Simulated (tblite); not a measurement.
C₆H₁₀F₂SSi.
Atom-mapped SMILES: `[CH3:1][S:2][Si@@H:3]1[CH2:4][CH2:5][CH:6]=[C:7]([F:8])[C@@H:9]1[F:10]` (hydrogens: H11, H12, H13 on C1; H14 on Si3; H15, H16 on C4; H17, H18 on C5; H19 on C6; H20 on C9)

Computed geometry: GFN2-xTB, gas phase.

**Question.** List the bond lengths, angles and torsions at this level.

**Answer.** 
```json
{"bond": "C1–S2", "length (Å)": "1.822"}
{"bond": "S2–Si3", "length (Å)": "2.136"}
{"bond": "Si3–C4", "length (Å)": "1.909"}
{"bond": "C4–C5", "length (Å)": "1.540"}
{"bond": "C5–C6", "length (Å)": "1.497"}
{"bond": "C6=C7", "length (Å)": "1.325"}
{"bond": "C7–F8", "length (Å)": "1.355"}
{"bond": "C7–C9", "length (Å)": "1.487"}
{"bond": "C9–F10", "length (Å)": "1.391"}
{"bond": "Si3–C9", "length (Å)": "1.917"}
{"bond": "C1–H11, C1–H12, C1–H13", "length (Å)": "1.084"}
{"bond": "Si3–H14", "length (Å)": "1.467"}
{"bond": "C4–H15", "length (Å)": "1.091"}
{"bond": "C4–H16", "length (Å)": "1.091"}
{"bond": "C5–H17", "length (Å)": "1.090"}
{"bond": "C5–H18", "length (Å)": "1.092"}
{"bond": "C6–H19", "length (Å)": "1.079"}
{"bond": "C9–H20", "length (Å)": "1.091"}
```

Bonds in one row agree within 0.01 Å and their mean is given. A selection of angles:
```json
{"angle": "C1–S2–Si3", "degrees": "98.2"}
{"angle": "S2–Si3–C4", "degrees": "114.6"}
{"angle": "S2–Si3–C9", "degrees": "109.6"}
{"angle": "C4–Si3–C9", "degrees": "103.3"}
{"angle": "Si3–C4–C5", "degrees": "110.7"}
{"angle": "C4–C5–C6", "degrees": "111.6"}
{"angle": "C5–C6–C7", "degrees": "121.0"}
{"angle": "C6–C7–F8", "degrees": "120.7"}
{"angle": "C6–C7–C9", "degrees": "124.1"}
{"angle": "F8–C7–C9", "degrees": "115.2"}
{"angle": "C7–C9–F10", "degrees": "109.7"}
{"angle": "Si3–C9–C7", "degrees": "105.6"}
{"angle": "Si3–C9–F10", "degrees": "109.1"}
```

Dihedral angles: C1–S2–Si3–C4 -67° (synclinal); S2–Si3–C4–C5 -116° (anticlinal); Si3–C4–C5–C6 -50° (synclinal); C4–C5–C6–C7 58° (synclinal); C5–C6–C7–F8 -177° (antiperiplanar); C6–C7–C9–F10 67° (synclinal); S2–Si3–C9–C7 165° (antiperiplanar).

S2 (sulfur bonded to C and Si) is bent (angle 98.2°). The C–C distances run from 1.325 Å (C6=C7, drawn double) to 1.540 Å (C4–C5, drawn single), a spread of 0.215 Å. Si3 (SiH silicon) is distorted tetrahedral (angles from 103.3° to 114.6°). Of the pairs four or more bonds apart, F10···H18 is among the closest relative to their van der Waals radii: 2.55 Å, 96 % of the sum of Bondi's values. The 6-membered ring Si3–C4–C5–C6–C7–C9 has internal angles of 103.3° to 124.1°; it is puckered, 0.30 Å rms from its mean plane, widest ring torsion 58°. The 2 C–F bonds span 1.355 Å (C7–F8, drawn single) to 1.391 Å (C9–F10, drawn single), a spread of 0.036 Å.

Point group: C1 (no symmetry element, even within 0.4 Å). Its GFN2-xTB frequencies are all real (lowest 44 cm⁻¹). One conformer, not necessarily the lowest. 3 starts were optimised and ended at 0.00, 0.00 and 0.31 kcal/mol (GFN2-xTB); the lowest of these is shown.

Time: 2.2 s. Hardware: Arm Neoverse N1, one thread, shared host. This is the geometry optimisation.
